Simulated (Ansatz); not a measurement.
Cost and result for the atomization energy of CH3F2InSi (8 atoms, 7 bonds).

Z-matrix (Å, degrees):
```
C
F 1 1.399
Si 1 1.892 2 110.4
F 1 1.399 2 104.9 3 118.9
In 1 2.335 2 101.9 3 -135.2
H 3 1.489 1 115.1 2 57.8
H 3 1.488 1 106.8 2 -64.3
H 3 1.488 1 106.8 2 179.8
```

Charge 0, multiplicity 1. Correlated methods include outer-core shells of In, which these sets cover unevenly. In takes the def2 core potential. The bonds changed during the relaxation, so this is another structure than the one it started from. The structure was optimised at the PBE0-D4/def2-TZVP level. Program: Ansatz. All runs use 4 threads of an Intel Xeon 6975P-C on a shared host. Times are those of one run each, without the atoms' runs, and a repeat can differ threefold. Electronic energies, without spin–orbit coupling; frozen cores. CCSD(T)/CBS adds CCSD(T) − MP2 in def2-TZVPP to the MP2 limit, and its time is that of the two runs behind it. T1 = 0.016. With those shells the extrapolation isn't a true limit. HSE06 is the plane-wave form, built on full-range PBE exchange.

CCSD(T)/CBS is a level of theory with its own doubt, some kJ/mol a heavy atom from the limit and from the frozen cores, so smaller differences don't rank the functionals.

```
                             level  functions  wall time  atomization (kJ/mol)  difference from CCSD(T)/CBS  per bond
              revPBE-D4/def2-TZVPP        227      1.1 s                2448.9                        -10.0      -1.4
                BLYP-D4/def2-TZVPP        227      1.1 s                2472.4                         13.5       1.9
   PBE-D4/def2-TZVPP (with forces)        227      1.3 s                2521.9                         63.0       9.0
                PBE0-D4/def2-TZVPP        227      1.6 s                2442.0                        -16.9      -2.4
               HSE06-D4/def2-TZVPP        227      1.8 s                2444.1                        -14.8      -2.1
r2SCAN-D4/def2-TZVPP (with forces)        227      2.3 s                2461.8                          2.9       0.4
                  CCSD(T)/def2-SVP        101      3.4 s                2281.7                       -177.2     -25.3
                 B97M-V/def2-TZVPP        227      3.4 s                2458.6                         -0.3      -0.1
                ωB97X-V/def2-TZVPP        227      3.7 s                2472.6                         13.7       1.9
  ωB97M-V/def2-TZVPP (with forces)        227      5.5 s                2457.8                         -1.1      -0.2
                    MP2/def2-QZVPP        413       11 s                2481.3                         22.4       3.2
                CCSD(T)/def2-TZVPP        227       40 s                2378.5                        -80.4     -11.5
                 CCSD(T)/CBS(def2)          –       51 s                2458.9                          0.0       0.0
```

At CCSD(T), def2-SVP lies −177.2 kJ/mol from the extrapolated value and def2-TZVPP −80.5 kJ/mol: correlation converges slowly with the basis, and small sets miss more of it in the bonded molecule than in its fragments. In def2-TZVPP, CCSD(T) changes the Hartree–Fock value by +698.5 kJ/mol (the triples alone add +48.8 kJ/mol) and MP2 by +753.5 kJ/mol; breaking electron pairs costs correlation energy, which Hartree–Fock lacks. The D4 term adds +35.0 kJ/mol with B3LYP and +18.1 kJ/mol with PBE0; it sums over pairs of atoms, weighted by their polarisabilities, and B3LYP, whose exchange is more repulsive, gets the larger term.

B3LYP here is the variant with VWN-RPA as its local correlation; programs differ in this.

Spin–orbit coupling would lower the free In atoms strongly, and the atomization energy with them, by more than many differences here.
